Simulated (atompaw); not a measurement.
**Building the PAW (atompaw) potential for Ca (LDA (PW92), scalar-relativistic).**

The input file (atompaw 4.2.0.5):

```
Ca 20
LDA-PW scalarrelativistic loggrid 1500 logderivrange -2 5 176
4 4 3 0 0 0
4 0 1
4 1 0
3 2 1
0 0 0
c
c
c
v
c
c
v
v
2
3.00 2.30 2.70 1.90
y
4.3
n
y
4.85
n
y
0.3
n
custom polynom2 7 10 vanderbiltortho sinc
bessel
3.00
3.00
3.00
3.00
3.00
3.00
PWSCFOUT
UPFDX 0.0125d0 UPFXMIN -7.d0 UPFZMESH 20.d0
END
```

Command:

```bash
atompaw < Ca.input > Ca.log
```

Resulting log (summary file):

```
Completed calculations for Ca (AE)

 Exchange-correlation type: LDA, Perdew-Wang correlation

 Radial integration grid is logarithmic
 r0 =   4.0659520E-04 h =   8.1319041E-03   n =      1500 rmax =   8.0000000E+01

 Scalar relativistic calculation

 AEatom converged in  42 iterations
   nz     =  20.00
   delta  =       1.700470328936E-14

 All Electron Orbital energies:
  n  l      occupancy      energy
  1  0      2.0000000E+00 -2.8927662E+02
  2  0      2.0000000E+00 -3.0164349E+01
  3  0      2.0000000E+00 -3.2670327E+00
  4  0      1.0000000E+00 -2.5011929E-01
  2  1      6.0000000E+00 -2.4395761E+01
  3  1      6.0000000E+00 -1.8923739E+00
  4  1      0.0000000E+00 -9.2945003E-02
  3  2      1.0000000E+00 -6.2894956E-02

 Total energy
   Total                    :    -1357.21848646400122

 ---
 Completed calculations for Ca (SC)

 Exchange-correlation type: LDA, Perdew-Wang correlation

 Radial integration grid is logarithmic
 r0 =   4.0659520E-04 h =   8.1319041E-03   n =      1500 rmax =   8.0000000E+01

 Scalar relativistic calculation

 SCatom converged in   6 iterations
   nz     =  20.00
   delta  =       9.057856739597E-17

 Valence Electron Orbital energies:
  n  l      occupancy      energy
   4  0      1.0000000E+00 -2.5011929E-01
   4  1      0.0000000E+00 -9.2945003E-02
   3  2      1.0000000E+00 -6.2894958E-02

 Total energy
   Total                    :    -1357.21848646598096
   Valence                  :      -68.91242002909706

 PAW parameters:
       lmax =            2
         rc =    3.0184386358516115
        irc =         1097
   rc_shape =    2.3079170139347265
    rc_vloc =    2.7155918351596120
    rc_core =    1.9141532637893863
   Vloc: truncated form - Vps(r)=A.sin(qr)/r for r<rc
   Projector type: improved polynomial pseudization + Vanderbilt ortho.
   Sinc^2 compensation charge shape zeroed at   2.3079E+00

 Number of basis functions     6
 No.   n  nodes  l      Energy         Cp coeff         Occ
  1    4    3    0   -0.2501193E+00  0.5270503E+01  0.1000000E+01
  2  999    4    0    0.4300000E+01  0.5962115E+00  0.0000000E+00
  3    4    2    1   -0.9294500E-01  0.1787285E+02  0.0000000E+00
  4  999    3    1    0.4850000E+01  0.9318018E+00  0.0000000E+00
  5    3    0    2   -0.6289496E-01 -0.1025485E+03  0.1000000E+01
  6  999    1    2    0.3000000E+00 -0.4681169E-01  0.0000000E+00

 Eigenvalues of overlap operator (in the basis of projectors):
    1        8.50358412E-03
    2        3.83763029E+00
    3        7.37006143E+00
    4        1.65687102E+01
    5        4.76696744E+01
    6        4.34973529E+03

 Orbital leakage outside PAW augmentation regions
   orb  is_core?  %out_of_sphere
   1 0    T           0.00
   2 0    T           0.00
   3 0    T           0.19
   4 0    F          76.66
   2 1    T           0.00
   3 1    T           0.87
   4 1    F          92.63
   3 2    F          43.44

 Summary of PAW energies
   Total valence energy     :    -68.91242624912091
   Smooth energy            :     -1.72059386293703
   One center               :    -67.19183238618389
   Smooth kinetic           :      0.59405757488509
   Vloc energy              :      0.11311692641908
   Smooth exch-corr         :     -5.25628668880843
   One-center xc            :    -63.53106818593987
```

The run took about 11 s on one core of a shared server CPU.
